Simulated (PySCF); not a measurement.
Al(Me)(F) (CH3AlF), SMILES [CH3][Al+][F], charge +1.

Coordinates come from a PBE-D3(BJ)/def2-TZVP optimisation. The spin state was assumed, not searched. The isomer is the one that the SMILES or the coordinates give; other isomers of the formula were not compared.

Computed with PySCF with PBE-D3(BJ)/def2-TZVP.

Frequencies are harmonic and unscaled.

Modes within 1.5 cm⁻¹ of each other (mostly degenerate sets) share a row, with their intensities summed.

Computed vibrational spectrum:
```tsv
mode	ν (cm⁻¹)	IR (km/mol)	moving atoms (share of kinetic energy)
1–2	142	80.8	Al 52 %, F 25 %, H 13 %, C 10 %
3	564	4.1	C 59 %, F 25 %, H 11 %
4–5	730	130.1	H 81 %, C 16 %
6	965	91.2	Al 51 %, F 44 %
7	1168	0.9	H 85 %, C 15 %
8–9	1364	5.6	H 96 %
10	2971	27.6	H 98 %
11–12	3074	51.7	H 91 %, C 9 %
```
